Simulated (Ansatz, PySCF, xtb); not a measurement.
Gas-phase reaction R1 → P1 + P2, each structure at its B3LYP-D3(BJ)/def2-TZVP stationary point, reached from a drawn start (curvature not checked).
R1: SiH4 (SMILES [SiH4]), charge 0, multiplicity 1.
P1, SiH2 (SMILES [SiH2]) (charge 0, multiplicity 1):
```xyz
3

Si     0.0000     0.0000     0.7087
H      0.0000     1.0910    -0.3544
H      0.0000    -1.0910    -0.3544
```
P2, H2 (SMILES [H][H]) (charge 0, multiplicity 1):
```xyz
2

H      0.000     0.000     0.372
H      0.000     0.000    -0.372
```

| level | reaction energy (kcal/mol) | minus CCSD(T)/CBS(cc-pV(T+d)Z, cc-pV(Q+d)Z) |
|---|---|---|
| GFN1-xTB | 89.54 | 27.70 |
| HF/cc-pV(D+d)Z | 62.39 | 0.56 |
| HF/cc-pV(Q+d)Z | 62.50 | 0.66 |
| BLYP-D3(BJ)/def2-TZVPP | 57.74 | -4.10 |
| r2SCAN/def2-TZVPP | 65.48 | 3.65 |
| B97M-V/def2-TZVPP | 61.07 | -0.77 |
| PBE0-D4/def2-TZVPP | 64.12 | 2.29 |
| B2PLYP-D3(BJ)/def2-TZVPP | 62.02 | 0.18 |
| MP2/cc-pV(D+d)Z | 63.14 | 1.30 |
| MP2/cc-pV(Q+d)Z | 64.30 | 2.46 |
| CCSD/cc-pV(T+d)Z | 59.88 | -1.95 |
| CCSD(T)/cc-pV(T+d)Z | 59.94 | -1.90 |
| CCSD(T)/cc-pV(Q+d)Z | 61.21 | -0.62 |
| CCSD(T)/CBS(cc-pV(T+d)Z, cc-pV(Q+d)Z) | 61.84 | 0.00 |

 The comparison column counts from a level with limits of its own.

P less R. No zero-point or thermal terms.

Correlated levels freeze the cores. CBS(a, b) extrapolates the correlation energy as X⁻³ and adds the Hartree–Fock energy of set b.

Programs: Ansatz (a quantum-chemistry and plane-wave program) with Gaussian orbitals; PySCF for the D3/D4 terms; xtb for the GFN methods. Each number belongs to the level named beside it.
